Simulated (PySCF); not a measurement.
## Low-lying terms of Mg²⁺ (magnesium, charge +2)

Ground state [Ne], ¹S. Computed with PySCF 2.14 in aug-cc-pVDZ with two added diffuse shells each of s, p, d type (7s6p4d, 45 functions), with the non-relativistic Hamiltonian (point nucleus). Vertical excitation energies in eV without spin-orbit coupling; excited terms of each kind are numbered among those the solver found. Frozen: 1s2.

```csv
term,leading excitation,EOM-EE-CCSD
1 3P°,2p → s,54.758
1 1P°,2p → s,55.100
1 3S,2p → p,59.891
1 3D,2p → p,60.483
1 1D,2p → p,60.658
1 3P,2p → p,60.821
1 1P,2p → p,60.824
1 1S,2p → p,62.549
2 3P°,2p → d,67.454
1 3F°,2p → d,67.584
1 1F°,2p → d,67.605
2 1P°,2p → d,67.617
1 1D°,2p → d,67.756
1 3D°,2p → d,67.758
2 3S,2p → p,70.860
2 1D,2p → p,71.039
```

The solver can miss terms. Rydberg members are limited by the diffuse functions of the basis.
